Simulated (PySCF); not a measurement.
**Zn (zinc, neutral) across methods**

[Ar] 3d9 4s2 5s1, 5s spin antiparallel (an excited configuration). Computed with PySCF 2.14 in aug-cc-pwCVTZ-DK (10s9p7d4f3g, 127 functions), with scalar relativity by spin-free X2C-1e. The B2PLYP total includes its PT2 part (frozen core); its orbital energies are those of the SCF part.

```
method  E (hartree)  mean ε 4s α (eV)  mean ε 4s β (eV)  mean ε 5s β (eV)  Σ⟨r²⟩ (bohr²)   ⟨S²⟩
   UHF  -1793.83219           -14.618           -14.557            -2.662          90.31  1.001
   PBE    -1795.152           -11.825           -11.683            -1.828          84.06  1.000
B2PLYP    -1795.123           -13.516           -13.419            -2.206          86.61  1.001
revPBE    -1795.312           -11.742           -11.582            -1.838          84.53  1.000
r2SCAN    -1795.367           -12.156           -11.888            -1.804          84.18  1.001
   LDA    -1792.387           -12.114           -11.974            -1.800          83.05  1.000
  PBE0    -1795.156           -12.731           -12.608            -2.118          85.31  1.001
```

**Question.** Estimate the same row for r2SCANh.

**Answer.** E (hartree) = -1795.351; mean ε 4s α (eV) = -12.481; mean ε 4s β (eV) = -12.238; mean ε 5s β (eV) = -1.910; Σ⟨r²⟩ (bohr²) = 84.24; ⟨S²⟩ = 1.001.

The outer electron is Rydberg-like, and this basis confines it to a smaller radius and binds it less than a complete one would. With the s spin flipped the determinant is a mixture of two multiplicities, not a spectroscopic state.
